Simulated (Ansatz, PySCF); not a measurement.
Gas-phase reaction in SMILES: [I][Sb][I] → [I][Sb][I] as singlet, charge +1 + e-
Structures are relaxed separately at B3LYP-D3(BJ)/def2-TZVP in Ansatz (a first-principles code). High T1 diagnostic, so coupled cluster is less sure: [I][Sb][I] as singlet, charge +1.
Geometry of the first species:
```xyz
3

Sb    -0.6115    -0.4885     0.8728
I     -1.0121     1.8900    -0.4090
I      1.6006    -1.4200    -0.4309
```
Charge 0, spin multiplicity 2.

Quantity: adiabatic ionisation energy (electronic energy difference), in eV. Valence correlation only, unless marked. Open shells are spin-unrestricted. No spin-orbit coupling. Frozen are the shells of the preceding noble gas and the d and f shells that filled before the atom's block. In def2 rows, elements after Kr have scalar-relativistic effective core potentials. STO-3G rows are all-electron and non-relativistic. Basis-set limits of correlation are two-point, X^-3; Hartree-Fock from the larger set. [CCSD(T)-MP2]/basis is that difference in the basis named.

```
level                                                                 program  adiabatic ionisation energy (eV)
-------------------------------------------------------------  --------------  --------------------------------
HF-D3(BJ)/def2-TZVPD                                            PySCF + dftd3                        (withheld)
BLYP-D4/def2-TZVPD                                             Ansatz + dftd4                        (withheld)
B3LYP-D3(BJ)/def2-TZVPD                                        Ansatz + dftd3                              7.78
PBE0-D3(BJ)/def2-TZVPD                                         Ansatz + dftd3                              7.82
BHLYP-D4/def2-TZVPD                                            Ansatz + dftd4                              7.94
r2SCANh-D4/def2-TZVPD                                          Ansatz + dftd4                        (withheld)
HSE06-D4/def2-TZVPD                                            Ansatz + dftd4                              7.81
LC-wPBE-D3(BJ)/def2-TZVPD                                      Ansatz + dftd3                              8.17
LC-wPBE-D4/def2-TZVPD                                          Ansatz + dftd4                              8.18
RPA@PBE/def2-TZVPP                                                     Ansatz                              7.85
SCS-MP2/STO-3G                                                         Ansatz                              5.36
SCS-MP2/def2-TZVPP                                                     Ansatz                              7.69
CCSD/def2-SVPD                                                         Ansatz                              7.81
RI-MP2/CBS(def2-TZVPPD,def2-QZVPPD)+[CCSD(T)-MP2]/def2-TZVPPD          Ansatz                              7.82
```

Complete the blanks.


- HF-D3(BJ)/def2-TZVPD, adiabatic ionisation energy (eV): 7.77
- BLYP-D4/def2-TZVPD, adiabatic ionisation energy (eV): 7.44
- r2SCANh-D4/def2-TZVPD, adiabatic ionisation energy (eV): 7.88
